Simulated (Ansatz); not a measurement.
Cost and result up the ladder for `C=CCCCCCCCCC[S][Cu]` (34 atoms). Total charge 0; singlet. Geometry: PBE-D4/def2-SVP.

```tsv
atom	x (Å)	y (Å)	z (Å)
C1	-3.880	-0.995	-4.268
C2	-2.959	-1.623	-3.515
C3	-3.058	-1.843	-2.031
C4	-1.994	-1.093	-1.203
C5	-0.550	-1.544	-1.457
C6	0.505	-0.783	-0.643
C7	0.439	-1.018	0.872
C8	1.552	-0.328	1.672
C9	1.502	1.204	1.651
C10	2.587	1.858	2.512
C11	2.534	3.385	2.524
S12	3.907	4.197	3.444
Cu13	3.863	3.040	5.220
H14	-3.746	-0.855	-5.352
H15	-4.810	-0.599	-3.823
H16	-2.047	-2.004	-4.012
H17	-4.069	-1.541	-1.686
H18	-2.965	-2.933	-1.816
H19	-2.079	-0.002	-1.407
H20	-2.240	-1.224	-0.127
H21	-0.465	-2.635	-1.246
H22	-0.314	-1.427	-2.537
H23	0.410	0.304	-0.862
H24	1.517	-1.074	-1.002
H25	-0.546	-0.683	1.266
H26	0.483	-2.114	1.063
H27	2.544	-0.666	1.293
H28	1.503	-0.670	2.729
H29	0.498	1.543	1.995
H30	1.602	1.574	0.606
H31	3.596	1.536	2.175
H32	2.499	1.500	3.568
H33	2.623	3.774	1.485
H34	1.555	3.739	2.912
```

Ansatz on 4 threads of AMD EPYC 9R45 on a shared host. Times are rough, and most runs start from the orbitals of an earlier one. No level here is sound enough to serve as a yardstick. Binding counts from free atoms at the same level (C triplet, S triplet, Cu doublet, H doublet; other spins of the atoms weren't run), without zero-point energy or a counterpoise term.

The 6-31G sets use Cartesian d functions. B3LYP takes the VWN-RPA correlation.

Run but left out: HF/6-31G (restricted singlet, unstable in another Hartree–Fock run and untested here); MP2/def2-SVP (restricted singlet, unstable towards broken spin symmetry).

```tsv
level	functions	binding energy per atom (eV)	remarks
r2SCAN-D4/def2-TZVP (with forces)	549	4.14	restricted SCF unstable in HF
PBE0-D4/def2-TZVP	549	4.16	restricted SCF unstable in HF
PBE-D4/def2-SVP	308	4.27	restricted SCF unstable in HF
PBE-D4/def2-TZVP (with forces)	549	4.22	restricted SCF unstable in HF
PBE0-D4/def2-SVP	308	4.22	restricted SCF unstable in HF
B3LYP-D4/6-31G	183	4.08	restricted SCF unstable in HF
```

(1) Estimate how long each takes.

## Answers

(1) PBE-D4/def2-SVP 2.6 s; B3LYP-D4/6-31G 2.9 s; PBE-D4/def2-TZVP (with forces) 7.5 s; PBE0-D4/def2-SVP 8.5 s; r2SCAN-D4/def2-TZVP (with forces) 12 s; PBE0-D4/def2-TZVP 15 s. On shared hardware such times vary by a factor of up to 3.
